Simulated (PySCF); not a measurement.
# Removal energies of Sn⁴⁰⁺ from EOM-IP-GCCSD

Reference: closed-shell Sn⁴⁰⁺, [Ne]; one electron is removed. Calculated with PySCF 2.14, two-component X2C-1e with screened spin-orbit coupling, an even-tempered Gaussian basis (17 s from 4.6 bohr⁻², ratio 2.6; 13 p from 5.9 bohr⁻², ratio 2.6; 6 d from 6.1 bohr⁻², ratio 2.8; 3 f from 140 bohr⁻², ratio 2.8); frozen 1s2; the 52 highest virtual spinors dropped; of the others 44 kept and the rest restored at second order. No Breit or QED terms. Binding energies in eV.

| level | Koopmans | second order | EOM-CCSD |
| --- | --- | --- | --- |
| 2s1/2 | 6937.2 | 6934.1 | 6934.1 |
| 2p1/2 | 6662.8 | 6660.6 | 6660.6 |
| 2p3/2 | 6420.5 | 6418.6 | 6418.7 |

For comparison, the ionisation energy of Sn⁴⁰⁺ is 6421 ± 3 eV (semi-empirical (NIST evaluation); NIST Atomic Spectra Database, ionization energies).
